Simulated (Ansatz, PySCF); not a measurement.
Reaction 1.5 R1 → P1, each structure at its B3LYP-D3(BJ)/def2-TZVP stationary point, reached from a drawn start (curvature not checked).
R1: O2 (SMILES O=O), charge 0, multiplicity 3.
P1, O3 (SMILES O=[O+][O-]) (charge 0, multiplicity 1):
```xyz
3

O      0.0000     0.0000    -0.4286
O      1.0762     0.0000     0.2143
O     -1.0762     0.0000     0.2143
```

P less R. No zero-point or thermal terms; singlets are restricted closed shells; open shells are unrestricted; no spin–orbit coupling.

Cores are frozen in the correlated methods. CBS(a, b) extrapolates the correlation energy as X⁻³ and adds the Hartree–Fock energy of set b.

The values were computed with Ansatz (an electronic-structure program); PySCF for the D3/D4 terms. All values are computed, each at the level named.

Q: What reaction energy does CCSD(T)/CBS(cc-pVTZ, cc-pVQZ) give?

A: 35.8 kcal/mol

Q: Estimate the reaction energy that BHLYP-D4/def2-TZVPP returns for this input.

A: 63.8 kcal/mol

Q: Predict the reaction energy from MP2/CBS(cc-pVTZ, cc-pVQZ).

A: 24.9 kcal/mol

Doubts at one or more of the structures used: other coupled-cluster roots may lie near (CCSD(T)/CBS(cc-pVTZ, cc-pVQZ)).
